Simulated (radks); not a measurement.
Task: Ionisation ladder of dysprosium, from Dy to Dy6+. Each ion is in the ground configuration listed by NIST, and IE = E(next ion) - E(this ion). Method: Dirac Kohn-Sham, PBE, spin-unpolarised, spherical densities, finite nucleus; open shells fill j = l - 1/2 first; Fermi nuclear charge, rms radius 5.2218 fm; computed with a radial shooting solver on a logarithmic mesh with Libxc functionals.

species          configuration  IE, Delta-SCF (eV)  -e(HOMO) (eV)   HOMO  <r> HOMO (bohr)
Dy               [Xe] 4f10 6s2                   ?          2.611  4f7/2            0.896
Dy+              [Xe] 4f10 6s1              11.662          8.839  6s1/2             3.72
Dy2+                 [Xe] 4f10              25.061         16.557  4f7/2            0.878
Dy3+                  [Xe] 4f9              44.009         34.083  4f7/2            0.813
Dy4+                  [Xe] 4f8              74.978         54.340  4f7/2            0.767
Dy5+     [Kr] 4d10 4f8 5s2 5p5                   ?         70.903  4f7/2            0.756
Dy6+     [Kr] 4d10 4f8 5s2 5p4                   ?         88.202  4f7/2            0.745

Estimate the withheld Delta-SCF values.

Result: Dy: 6.235 eV (NIST 5.939); Dy5+: 90.067 eV (NIST 93); Dy6+: 114.97 eV (NIST 110).

Beside tabulated values, note that spin-unpolarised runs miss the spin-polarisation part of the exchange energy of open shells. No tabulated value is given for the 4+ ions of Nd, Pm and Eu to Yb, where it belongs to another shell than the one emptied here.
